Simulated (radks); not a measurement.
The numbers below are computed, except where a source is named.
Question: Bi49+, configuration [Ar] 3d10 4s2 4p4 (the NIST ground configuration). Level of theory: Dirac Kohn-Sham, LDA (Slater exchange, Perdew-Wang correlation), spin-unpolarised, spherical densities, finite nucleus; open shells fill j = l - 1/2 first; Fermi nuclear charge, rms radius 5.5211 fm (a radial shooting solver on a logarithmic mesh with Libxc functionals). Some entries of the table are withheld. Estimate them.

orbital,occ.,eigenvalue (hartree),<r> (bohr)
1s1/2,2,-3416.364,0.01581
2s1/2,2,-690.6210,0.06575
2p1/2,2,-667.9691,0.05384
2p3/2,4,-582.6292,0.06284
3s1/2,2,-234.1223,0.1686
3p1/2,2,-224.0824,(1)
3p3/2,4,-204.2709,(2)
3d3/2,4,-188.1089,0.1509
3d5/2,6,-183.8492,0.1555
4s1/2,2,-111.7653,(3)
4p1/2,2,-107.3763,(4)
4p3/2,2,-100.7601,(5)
4d3/2,0,-93.90906,0.3404
4d5/2,0,-92.48689,0.3466
4f5/2,0,(6),0.3145
4f7/2,0,(7),0.3172
5s1/2,0,(8),0.5683
5p1/2,0,-63.10903,0.5684
5p3/2,0,-60.10838,0.5971

Answer: 
(1) 3p1/2 <r> (bohr): 0.1590
(2) 3p3/2 <r> (bohr): 0.1744
(3) 4s1/2 <r> (bohr): 0.3372
(4) 4p1/2 <r> (bohr): 0.3323
(5) 4p3/2 <r> (bohr): 0.3545
(6) 4f5/2 eigenvalue (hartree): -84.70061
(7) 4f7/2 eigenvalue (hartree): -84.26572
(8) 5s1/2 eigenvalue (hartree): -65.24333
